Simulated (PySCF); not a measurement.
C3H5NOSi, SMILES N#CC[SiH2]C=O.

Geometry optimised at B3LYP-D3(BJ)/def2-SVP. The structure was generated by enumeration, and PubChem lists no compound with its InChIKey, so it may never have been made. Other conformers were not sampled.

Computed with TDDFT-PBE/def2-SVPD (PySCF).

Vertical excitations. The molecule is in vacuum. State labels are in the subgroup Cs.

Q: List the lowest excited states. (An estimate is asked for; the answer gives what the named calculation found.)

A: 
```json
[
 {"state": "S1", "symmetry": "A\"", "energy (eV)": "3.13", "λ (nm)": "397", "f": "0.001", "main pairs": "HOMO→LUMO 100 %"},
 {"state": "S2", "symmetry": "A\"", "energy (eV)": "4.47", "λ (nm)": "277", "f": "0.000", "main pairs": "HOMO−1→LUMO 100 %"},
 {"state": "S3", "symmetry": "A'", "energy (eV)": "4.80", "λ (nm)": "258", "f": "0.001", "main pairs": "HOMO−2→LUMO 100 %"},
 {"state": "S4", "symmetry": "A\"", "energy (eV)": "5.10", "λ (nm)": "243", "f": "0.000", "main pairs": "HOMO−3→LUMO 100 %"},
 {"state": "S5", "symmetry": "A'", "energy (eV)": "5.28", "λ (nm)": "235", "f": "0.003", "main pairs": "HOMO→LUMO+1 98 %"},
 {"state": "S6", "symmetry": "A'", "energy (eV)": "5.64", "λ (nm)": "220", "f": "0.054", "main pairs": "HOMO→LUMO+2 84 %"},
 {"state": "S7", "symmetry": "A\"", "energy (eV)": "5.74", "λ (nm)": "216", "f": "0.000", "main pairs": "HOMO→LUMO+3 100 %"},
 {"state": "S8", "symmetry": "A'", "energy (eV)": "5.85", "λ (nm)": "212", "f": "0.020", "main pairs": "HOMO→LUMO+4 87 %"},
 {"state": "S9", "symmetry": "A'", "energy (eV)": "6.14", "λ (nm)": "202", "f": "0.111", "main pairs": "HOMO−4→LUMO 76 %"},
 {"state": "S10", "symmetry": "A\"", "energy (eV)": "6.53", "λ (nm)": "190", "f": "0.001", "main pairs": "HOMO−5→LUMO 98 %"},
 {"state": "T1", "symmetry": "A\"", "energy (eV)": "2.43", "λ (nm)": "510", "f": "0", "main pairs": "HOMO→LUMO 100 %"},
 {"state": "T2", "symmetry": "A\"", "energy (eV)": "4.43", "λ (nm)": "280", "f": "0", "main pairs": "HOMO−1→LUMO 100 %"},
 {"state": "T3", "symmetry": "A'", "energy (eV)": "4.78", "λ (nm)": "259", "f": "0", "main pairs": "HOMO−2→LUMO 100 %"},
 {"state": "T4", "symmetry": "A\"", "energy (eV)": "5.10", "λ (nm)": "243", "f": "0", "main pairs": "HOMO−3→LUMO 100 %"}
]
```
Triplets are in the Tamm–Dancoff approximation, which puts them higher than full response would, so one can lie above its singlet here.
